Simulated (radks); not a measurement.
Results of a calculation; reference values are marked as such.
Neutral barium inside a hard spherical wall (all orbitals vanish at R), configuration held at [Xe] 6s2 and not refilled when levels cross. Code: a radial shooting solver on a logarithmic mesh with Libxc functionals. Model: scalar-relativistic Kohn-Sham, PBE, spin-polarised, spherical densities, point nucleus. Eigenvalues in eV for spin up, with the zero of energy where the potential of the charges vanishes at infinity; a dash marks a level that is unbound or too diffuse for the functional's potential to be trusted. A positive occupied level is held by the wall or, in an anion where self-interaction has pushed it up, behind a barrier. The pressure on the wall is -dE/dV.

R (bohr)	E (hartree)	kinetic (hartree)	e(4d)	e(5s)	e(5p)	e(6s)	e(5d, empty)	e(6p, empty)	pressure (GPa)
free	-8135.5648	8588.776	-89.681	-33.675	-18.737	-3.230	-2.019	-1.243	0
20	-8135.5648	8588.776	-89.681	-33.674	-18.736	-3.230	-2.018	-1.242	< 0.0001
15	-8135.5647	8588.777	-89.673	-33.666	-18.728	-3.224	-2.011	-1.217	0.000680
10	-8135.5584	8588.824	-89.341	-33.344	-18.414	-2.967	-1.740	-0.688	0.128
8	-8135.5302	8588.974	-88.561	-32.600	-17.695	-2.213	-1.082	0.592	1.06
7	-8135.4847	8589.173	-87.770	-31.858	-16.988	-1.233	-0.362	2.145	3.23
6	-8135.3756	8589.601	-86.470	-30.679	-15.879	0.803	0.921	5.213	10.9
4	-8134.1492	8594.227	-78.259	-24.131	-9.480	18.452	9.835	28.467	248
3	-8130.1364	8608.233	-62.479	-11.470	4.727	61.778	29.951	78.828	2130
2.5	-8123.4383	8629.452	-46.060	5.324	24.625	120.00	57.030	142.92	7800
2	-8104.7448	8685.369	-15.878	48.380	75.127	253.19	120.84	284.72	36800
